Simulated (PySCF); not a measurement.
Species: C6H7F3O.
SMILES: `C=COC(=C)CC(F)(F)F`

Method used: TDDFT CAM-B3LYP/def2-SVPD, vertical, gas phase, core orbitals frozen in the response (PySCF 2.14.0, density-fitted response routines). Geometry: PBE0-D3(BJ)/def2-SVP, one conformer, isolated molecule. Torsions of this conformer, `[CH2:1]=[CH:2][O:3][C:4](=[CH2:5])[CH2:6][C:7]([F:8])([F:9])[F:10]`: C1–C2–O3–C4 151°, C2–O3–C4–C5 -23°, O3–C4–C6–C7 -85°, C4–C6–C7–F8 174°.

Broadening: Gaussians 0.3 eV wide at half height, area fixed by f = 4.319×10⁻⁹ ∫ε dν̃. The cross-section is σ = 3.8235×10⁻²¹ ε cm², given in Mb (10⁻¹⁸ cm²). The width is an assumption, not a result. The curve ends short of the highest state used, and states not computed would add to its high-energy end.

(E (eV), σ (Mb)): (5.63, 0.20), (5.68, 0.76), (5.72, 1.94), (5.76, 4.52), (5.81, 11.30), (5.85, 21.05), (5.90, 39.91), (5.94, 59.58), (5.99, 85.59), (6.03, 102.36), (6.07, 110.93), (6.12, 106.77), (6.16, 92.69), (6.21, 67.66), (6.25, 47.15), (6.29, 29.99), (6.34, 15.56), (6.38, 9.61), (6.43, 7.83), (6.47, 9.82), (6.52, 15.08), (6.56, 20.27), (6.60, 25.05), (6.65, 28.72), (6.69, 29.05), (6.74, 26.51), (6.78, 23.19), (6.82, 19.87), (6.87, 16.73), (6.91, 15.13)

**Question.** Where are the band maxima, and which computed states make them?

**Answer.** 204 nm (6.08 eV), ε about 29000, made up of S1 (100%); 186 nm (6.67 eV), ε about 7600, made up of S2 (97%) (ε in L mol⁻¹ cm⁻¹; maxima over ε = 5, shares over 10%). The states used: S1 6.08 eV (f 0.324); S2 6.67 eV (f 0.082); S3 6.95 eV (f 0.032); S4 7.24 eV (f 0.031); S5 7.48 eV (f 0.040); S6 7.51 eV (f 0.176).

**Question.** What would ε be at 6.08 eV, the highest of these maxima, with half the width (0.15 eV)?

**Answer.** About 58300 L mol⁻¹ cm⁻¹ against 29200, a factor of about 2.00; a lone state at its own centre would give exactly 2.

**Question.** On this curve, what absorbance would a 10⁻⁵ mol/L sample give at 193 nm over a 1 cm path?

**Answer.** 193 nm is 6.424 eV, where ε is about 2000 L mol⁻¹ cm⁻¹, so A = ε c l ≈ 0.02 (Beer–Lambert, with the gas-phase spectrum and the assumed width).
